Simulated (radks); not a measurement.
The table gives one normalised radial function P(r) = r R(r) (large component) of Tb3+ in [Xe] 4f8 (r in bohr). Calculated with a radial shooting solver on a logarithmic mesh with Libxc functionals: Dirac Kohn-Sham, PBE, spin-unpolarised, spherical densities, point nucleus; open shells are shared between the two j in proportion to 2j + 1.

r	P
0.001845	0.0000
0.00246	0.0000
0.003281	0.0000
0.004412	0.0000
0.005884	0.0000
0.007848	0.0000
0.01047	0.0000
0.01407	0.0001
0.01877	0.0004
0.02503	0.0010
0.03339	0.0028
0.04489	0.0076
0.05987	0.0192
0.07986	0.0456
0.1065	0.1013
0.1432	0.2102
0.191	0.3855
0.2547	0.6259
0.3398	0.8841
0.4568	1.0741
0.6093	1.0978
0.8126	0.9563
1.084	0.7201
1.457	0.4637
1.944	0.2554
2.592	0.1142
3.457	0.0385
4.648	0.0081
6.2	0.0010

Which n and l does it have? It may be an empty orbital.

Answer. n = 4, l = 3: the number of nodes gives n - l - 1 = 0, the rise at small r points to l (for j = l - 1/2 the large component starts as r^gamma with gamma = sqrt(l^2 - (Z/c)^2) = 2.96 and the r^(l+1) term takes over further out; the orbital of l - 1 with the same j starts with the same power, but with a larger coefficient, and does not steepen), and the extent must fit the shell. The curve is that of 4f5/2; the two j differ most near the nucleus, where j = l - 1/2 has the larger amplitude, and in heavy atoms j = l - 1/2 is also the more compact. 4f5/2: eigenvalue -34.658 eV, 0 radial nodes, <r> = 0.822 bohr, 90 % of the charge inside 1.40 bohr.
